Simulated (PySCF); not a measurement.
## Correlation energy of Pd (palladium, neutral)

[Kr] 4d9 5p1, one real determinant (an excited configuration). Calculation: PySCF 2.14, in def2-TZVPPD with the def2 core potential (28 electrons) (6s4p3d2f1g, 56 functions); a scalar-relativistic core potential. Frozen: nothing; 18 electrons correlated.

| level | correlation energy (mhartree) |
| --- | --- |
| CCSD | -554.98 |
| (T) | -15.89 |
| CCSD(T) | -570.87 |

Diagnostics: T1 = 0.014, D1 = 0.0754, largest double amplitude 0.028.

The real determinant used has ⟨L²⟩ near 8 against 12 for a pure F term, so it mixes terms.

Cost of the coupled-cluster step: roughly 27 core-seconds, for 18 correlated electrons.

Iterations:

```
CC2 = 0
CCSD nocc = (np.int64(10), np.int64(8)), nmo = (56, 56)
frozen orbitals [[], []]
max_cycle = 100
direct = 0
conv_tol = 1e-08
conv_tol_normt = 1e-06
diis_space = 8
diis_start_cycle = 0
Init t2, MP2 energy = -0.568544747327806
Init E_corr(UCCSD) = -0.568544747332675
cycle = 1  E_corr(UCCSD) = -0.543339449970809  dE = 0.0252052974  norm(t1,t2) = 0.0717295
cycle = 2  E_corr(UCCSD) = -0.554462256328295  dE = -0.0111228064  norm(t1,t2) = 0.0248463
cycle = 3  E_corr(UCCSD) = -0.553880445483907  dE = 0.000581810844  norm(t1,t2) = 0.0142945
cycle = 4  E_corr(UCCSD) = -0.554944037350972  dE = -0.00106359187  norm(t1,t2) = 0.0081603
cycle = 5  E_corr(UCCSD) = -0.555021531618456  dE = -7.74942675e-05  norm(t1,t2) = 0.00224555
cycle = 6  E_corr(UCCSD) = -0.554890070482392  dE = 0.000131461136  norm(t1,t2) = 0.00153408
cycle = 7  E_corr(UCCSD) = -0.554974914032854  dE = -8.48435505e-05  norm(t1,t2) = 0.000837769
cycle = 8  E_corr(UCCSD) = -0.555005282307841  dE = -3.0368275e-05  norm(t1,t2) = 0.000367639
cycle = 9  E_corr(UCCSD) = -0.554981830477888  dE = 2.345183e-05  norm(t1,t2) = 0.000205083
cycle = 10  E_corr(UCCSD) = -0.554979769981367  dE = 2.06049652e-06  norm(t1,t2) = 8.15394e-05
cycle = 11  E_corr(UCCSD) = -0.554982897247426  dE = -3.12726606e-06  norm(t1,t2) = 4.80533e-05
cycle = 12  E_corr(UCCSD) = -0.554982059621388  dE = 8.37626038e-07  norm(t1,t2) = 2.28151e-05
cycle = 13  E_corr(UCCSD) = -0.554982298409236  dE = -2.38787849e-07  norm(t1,t2) = 1.1596e-05
cycle = 14  E_corr(UCCSD) = -0.554982070879589  dE = 2.27529647e-07  norm(t1,t2) = 5.42332e-06
cycle = 15  E_corr(UCCSD) = -0.554982033654249  dE = 3.72253399e-08  norm(t1,t2) = 2.84208e-06
cycle = 16  E_corr(UCCSD) = -0.554982129059301  dE = -9.54050517e-08  norm(t1,t2) = 1.31133e-06
cycle = 17  E_corr(UCCSD) = -0.554982130077374  dE = -1.01807296e-09  norm(t1,t2) = 6.26338e-07
UCCSD converged
E(UCCSD) = -127.4799583058113  E_corr = -0.5549821300773737
UCCSD(T) correction = -0.0158948940680712
```

The reference is one real determinant that mixes LS terms of this configuration.

The basis has no tight functions for the innermost shells, so their pair energies are far from complete.

This basis was not built for core-valence correlation, so the inner-shell part is incomplete.
